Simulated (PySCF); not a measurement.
Simulated outer-valence photoelectron spectrum of `N(B(F)C)B`. Method: EOM-IP-CCSD/aug-cc-pVDZ in PySCF, restricted Hartree–Fock reference, 5 core orbitals frozen, non-relativistic, gas phase, PBE0-D3(BJ)/def2-SVP geometry.

Each root has a Gaussian of 0.5 eV full width with its one-hole share as area; cross sections and vibrations are left out, and the highest printed point is 100.

```
ionisation energy (eV)  intensity
                  10.9          0
                  11.0          1
                  11.1          2
                  11.2          6
                  11.3         15
                  11.4         27
                  11.5         42
                  11.6         55
                  11.7         62
                  11.8         62
                  11.9         55
                  12.0         42
                  12.1         28
                  12.2         19
                  12.3         17
                  12.4         22
                  12.5         32
                  12.6         39
                  12.7         38
                  12.8         30
                  12.9         19
                  13.0         10
                  13.1          4
                  13.2          2
                  13.3          2
                  13.4          5
                  13.5         13
                  13.6         26
                  13.7         46
                  13.8         68
                  13.9         89
                  14.0        100
                  14.1         97
                  14.2         79
                  14.3         53
                  14.4         30
                  14.5         13
                  14.6          5
                  14.7          1
                  14.8          0
                  14.9          0
                  15.0          0
                  15.1          0
                  15.2          0
                  15.3          1
                  15.4          4
                  15.5          9
                  15.6         20
                  15.7         37
                  15.8         54
                  15.9         67
                  16.0         70
                  16.1         60
                  16.2         44
                  16.3         26
                  16.4         13
                  16.5          5
                  16.6          2
                  16.7          0
                  16.8          0
```

Q: Where are the maxima, and how many lines lie under the curve?

A: 4 maxima, at 11.8, 12.6, 14.0 and 16.0 eV, from 8 lines. At this width some lines have no maximum of their own.

Q: List the lines with their holes.

A: 
| E (eV) | leading hole (HF orbital) | area | Koopmans (eV) |
| --- | --- | --- | --- |
| 11.61 | HOMO | 0.95 | 12.55 |
| 11.89 | HOMO-1 | 0.96 | 12.70 |
| 12.64 | HOMO-2 | 0.95 | 13.73 |
| 13.84 | HOMO-3 | 0.95 | 14.80 |
| 14.09 | HOMO-5 | 0.95 | 15.29 |
| 14.11 | HOMO-4 | 0.96 | 14.95 |
| 15.87 | HOMO-6 | 0.94 | 17.89 |
| 16.07 | HOMO-7 | 0.94 | 18.17 |

The widest gap, 1.76 eV, lies between 14.11 and 15.87 eV. Only orbitals with −ε under 21 eV, eight at most, were ionised, so the high end of the curve may lack lines.

The values belong to the conformer `[BH2:1][NH:2][B:3]([CH3:4])[F:5]`: B1–N2–B3–C4 0°.
